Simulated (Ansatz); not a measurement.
A series at Si: from `N#C[Si](Cl)(C#N)C#N`, ligands are replaced one by one, each step taking up HCl and setting free `C#N`; n counts the steps. Ansatz, PBE0-D4/def2-TZVP geometries.

| n | molecule | HOMO energy, ωB97M-V/def2-TZVPP (eV) |
| --- | --- | --- |
| 0 | `N#C[Si](Cl)(C#N)C#N` | -13.19 |
| 1 | `N#C[Si](Cl)(Cl)C#N` | -12.67 |
| 2 | `N#C[Si](Cl)(Cl)Cl` | ? |
| 3 | `Cl[Si](Cl)(Cl)Cl` | -11.77 |

By hand: fit a straight line y = ȳ + b (n − n̄) to the 3 given rows and predict n = 2.

n̄ = 1.333, ȳ = -12.543; Σ(n − n̄)(y − ȳ) = 2.193, Σ(n − n̄)² = 4.667, so b = 0.470 eV a step. Prediction: -12.543 + (0.470) × (0.667) = -12.23 eV.

By hand: compare with the computed value, -12.15 eV, and give the steps along the whole series.

The line misses by 0.08 eV (computed minus predicted). Steps: 0.52, 0.52, 0.38 eV.

The steps differ by up to 0.14 eV without a steady trend. The highest orbital can change its character along such a series. The miss is 5.6 % of the series' range.
